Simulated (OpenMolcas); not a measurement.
# Ru4+: effect of the basis set

```json
{"Program": "OpenMolcas 26.06", "Method": "SS-CASPT2, IPEA 0.25 Eh, imaginary shift 0.1 Eh (closed shells correlated: 4s 4p)", "Active space": "4 electrons in 10 orbitals (4d 5d)", "State averaging": "2S+1 = 5 even, 5 roots; 2S+1 = 3 even, 45 roots; 2S+1 = 1 even, 49 roots", "Spin-orbit coupling": "state interaction with AMFI integrals over the reference wave functions, term energies averaged over their components"}
```

A. ANO-R2 [7s5p4d2f1g], X2C, finite nucleus; CASPT2 step roughly 9 core-minutes
B. ANO-RCC-VTZP [7s6p4d2f1g], DKH2, point nucleus; CASPT2 step of the order of 17 core-minutes
C. ANO-RCC-VQZP [8s7p5d3f2g1h], DKH2, point nucleus; CASPT2 step about 19 core-minutes

Energies in eV above 4d⁴ ⁵D₀.

| Level | A | B | C |
| --- | --- | --- | --- |
| 4d⁴ ⁵D₀ | 0.0000 | 0.0000 | 0.0000 |
| 4d⁴ ⁵D₁ | 0.0605 | 0.0607 | 0.0599 |
| 4d⁴ ⁵D₂ | 0.1621 | 0.1624 | 0.1602 |
| 4d⁴ ⁵D₃ | 0.289 | 0.290 | 0.286 |
| 4d⁴ ⁵D₄ | 0.433 | 0.434 | 0.428 |
| 4d⁴ ³P₀(1) | 2.072 | 2.069 | 2.042 |
| 4d⁴ ³H₄ | 2.252 | 2.250 | 2.205 |
| 4d⁴ ³P₁(1) | 2.373 | 2.371 | 2.341 |
| 4d⁴ ³H₅ | 2.400 | 2.399 | 2.351 |
| 4d⁴ ³H₆ | 2.525 | 2.523 | 2.473 |
| 4d⁴ ³F₃(1) [60 %] | 2.532 | 2.529 | 2.492 |
| 4d⁴ ³F₂(1) | 2.570 | 2.567 | 2.531 |
| 4d⁴ ³F₄(1) [67 %] | 2.635 | 2.633 | 2.593 |
| 4d⁴ ³P₂(1) | 2.780 | 2.778 | 2.745 |
| 4d⁴ ³G₃ [61 %] | 2.906 | 2.904 | 2.862 |
| 4d⁴ ³G₄ [70 %] | 2.970 | 2.968 | 2.924 |
| 4d⁴ ³G₅ | 3.067 | 3.066 | 3.020 |
| 4d⁴ ³D₃ | 3.446 | 3.443 | 3.414 |
| 4d⁴ ³D₂ | 3.491 | 3.488 | 3.458 |
| 4d⁴ ³D₁ | 3.550 | 3.547 | 3.517 |
| 4d⁴ ¹I₆ | 3.617 | 3.608 | 3.543 |
| 4d⁴ ¹G₄(1) | 3.814 | 3.812 | 3.754 |
| 4d⁴ ¹S₀ | 4.115 | 4.110 | 4.068 |
| 4d⁴ ¹D₂(1) | 4.418 | 4.415 | 4.370 |

Among A to C the level of the table that moves most is 4d⁴ ¹I₆, by 590 cm-1 (lowest in C, highest in A). Moves below CASPT2's spread within the term are not significant.

CASPT2 does not keep the components of a term degenerate, so their means are used; among the terms shown or strongly mixed into the levels shown the widest spread is 290 cm-1 (4d⁴ ¹G(1), C). Active for correlation alone: 5d; no level in the range computed is led by a configuration that fills it, so any true level of that kind is missing. Levels of configurations outside the active space are missing. Levels that lie high or do not pair safely by name in every column are left out.

A share in square brackets marks a mixed level and gives the weight of the term that names it, the lowest over the columns. A number in round brackets counts repeated terms of one configuration in the order of the reference energies.
